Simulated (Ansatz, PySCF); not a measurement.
Process, species as SMILES: [F][Ba][F] → [F][Ba][F] as doublet, charge -1 (an electron is taken up)
Each molecule is optimised on its own at B3LYP-D3(BJ)/def2-TZVP (Ansatz, an electronic-structure program). Frequencies are from Ansatz. A spin state is the lowest found, not a proven ground state.

Wanted: adiabatic electron affinity (0 K, with B3LYP-D3(BJ) harmonic zero-point energies), positive where the reaction releases energy, in eV. Cores are frozen in the correlated levels unless marked. Open shells are spin-unrestricted. No spin-orbit coupling. Frozen are the shells of the preceding noble gas and the d and f shells that filled before the atom's block. The outer core of K, Ca and their heavier congeners is not correlated, a term that matters for these elements. Past Kr the def2 sets carry scalar-relativistic core potentials. Anions need diffuse functions: def2-D sets add few; the other sets have none. Basis-set limits of correlation are two-point, X^-3; Hartree-Fock from the larger set.

```
level                                    program  adiabatic electron affinity (eV)
--------------------------------  --------------  --------------------------------
HF/def2-TZVPD                              PySCF                              0.41
HF/def2-TZVPP                             Ansatz                              0.38
TPSS-D4/def2-TZVPD                 PySCF + dftd4                              0.52
B3LYP-D3(BJ)/def2-TZVPD           Ansatz + dftd3                              0.61
r2SCAN0-D4/def2-TZVPD             Ansatz + dftd4                              0.50
HSE06-D4/def2-TZVPD               Ansatz + dftd4                              0.55
LC-wPBE-D3(BJ)/def2-TZVPD         Ansatz + dftd3                              0.51
MP2/def2-TZVPP                            Ansatz                              0.39
MP2/CBS(def2-TZVPPD,def2-QZVPPD)          Ansatz                              0.43
```
